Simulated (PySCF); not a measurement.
Debugging a PySCF script (GeH⁻)

```python
from pyscf import gto, dft
from pyscf.prop.polarizability import uhf as pol

mol = gto.M(
    atom='Ge 0 0 0; H 0 0 1.659',
    basis='sbkjc',
    ecp={'Ge': 'sbkjc'},
    charge=-1,
    spin=2,
    symmetry=True,
    verbose=4,
)
mf = dft.UKS(mol, xc='scan')
mf.max_cycle = 1
mf.kernel()
print('polarizability (a.u.)')
print(pol.Polarizability(mf).polarizability().round(4))
mf.dip_moment()
print('orbital energies (hartree):', [e[max(0, n-3):n+3].round(4) for e, n in zip(mf.mo_energy, mol.nelec)])
```

```bash
$ OMP_NUM_THREADS=1 python input.py
```

The log, shortened:

```
[earlier lines left out]
    J. Sun, A. Ruzsinszky, and J. P. Perdew.,  Phys. Rev. Lett. 115, 036402 (2015)
    J. Sun, A. Ruzsinszky, and J. P. Perdew.,  Phys. Rev. Lett. 115, 036402 (2015)
radial grids:
    Treutler-Ahlrichs [JCP 102, 346 (1995); DOI:10.1063/1.469408] (M4) radial grids

becke partition: Becke, JCP 88, 2547 (1988); DOI:10.1063/1.454033
pruning grids: <function nwchem_prune>
grids dens level: 3
symmetrized grids: True
atomic radii adjust function: <function treutler_atomic_radii_adjust>
small_rho_cutoff = 0
Freeze 0 electrons in irreps []
    6 free electrons in irreps A1 E1x E1y
Set gradient conv threshold to 3.16228e-05
tot grids = 30448
init E= -4.14143646023239

cycle= 1 E= -4.38354097925147  delta_E= -0.242  |g|= 0.0907  |ddm|= 1.12
SCF not converged.
SCF energy = -4.38354097925147 after 1 cycles  <S^2> = 2  2S+1 = 3
polarizability (a.u.)
Isotropic polarizability 22.0837543918
Polarizability anisotropy 6.76870386004
[[19.8275  0.      0.    ]
 [ 0.     19.8275  0.    ]
 [ 0.      0.     26.5962]]

WARN: System has nonzero charge -1; the dipole moment is origin-dependent.
Location of origin: [0. 0. 0.]

Dipole moment(X, Y, Z, Debye):  0.00000,  0.00000, -0.70204
orbital energies (hartree): [array([-0.2208, -0.084 , -0.084 ,  0.0899,  0.1975,  0.2183]), array([-0.4179, -0.2208, -0.084 , -0.084 ,  0.0899])]
```

Which setting is at fault, why, and what does a mended input give?

The cycle limit (1): the limit is below the number of cycles that the SCF needs. With this edit
```diff
- mf.max_cycle = 1
```
the run finishes: E(SCF) = -4.398182 Eh, 9 cycles, ⟨S²⟩ = 2.004, α(xx, yy, zz) = 21.4, 21.4, 29.9 bohr³.

The basis has no diffuse functions, which an anion needs. The bond length is a typed value, not an optimised one. The dipole of an ion depends on the origin. No search for the lowest solution was made.
